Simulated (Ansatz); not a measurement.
`CBr` + `[CH3]`• → `[CH2]Br`• + CH₄ at 298.15 K and 1 bar (hydrogen abstraction from a C–H bond).

Calculated with Ansatz (gas phase, PBE0-D4/def2-TZVP geometries, no zero-point term in ΔE). CBS: MP2 limit from def2 TZ/QZ plus the TZ coupled-cluster correction, frozen cores. This one scheme is used for every species. No spin–orbit coupling; open shells (•) take unrestricted orbitals. For Br outer-core shells are correlated without core-valence functions, which leaves a few kJ/mol of doubt a bond. Scalar relativity is left out up to krypton.

| species | CCSD(T)/CBS energy (Eh) | H − E (kJ/mol) | S (J/(mol·K)) |
| --- | --- | --- | --- |
| `CBr` | -2613.17401 | 108.4 | 245.6 |
| `[CH3]`• | -39.78218 | 88.7 | 194.6 |
| `[CH2]Br`• | -2612.50059 | 70.2 | 259.5 |
| CH₄ | -40.46206 | 127.4 | 186.2 |

H − E and S are ideal-gas, rigid-rotor, harmonic terms from PBE0-D4/def2-TZVP, with the whole ground term of open shells counted as degenerate. 1 Eh = 2625.50 kJ/mol, R = 8.31446 J/(mol·K).

Question: By hand: ΔE, ΔH, ΔS and ΔG.

Answer: ΔE = (-2612.50059) + (-40.46206) − (-2613.17401) − (-39.78218) = -0.00646 Eh = -17.0 kJ/mol. Δ(H − E) = 70.2 + 127.4 − 108.4 − 88.7 = 0.5, so ΔH = -16.5 kJ/mol. ΔS = 259.5 + 186.2 − 245.6 − 194.6 = 5.5 J/(mol·K). ΔG = -16.5 − 298.15 × (5.5)/1000 = -18.1 kJ/mol.

Question: By hand: the equilibrium constant, and the temperature at which ΔG would vanish if ΔH and ΔS stayed fixed.

Answer: log₁₀ K = −ΔG/(RT ln 10) = 3.2. ΔH and −TΔS have one sign here, so there is no such temperature.

The number of gas molecules stays the same, so ΔS is small and ΔH decides. A doubt of 5 kJ/mol in ΔE shifts log₁₀ K by 0.9 here. These are equilibria of isolated gas molecules and say nothing of rates. Largest T1 diagnostic: 0.014 (customary marks: 0.02 for closed shells, 0.045 for open ones).

ΔS is within the doubt of such terms, so its sign, and with it that verdict, could turn.
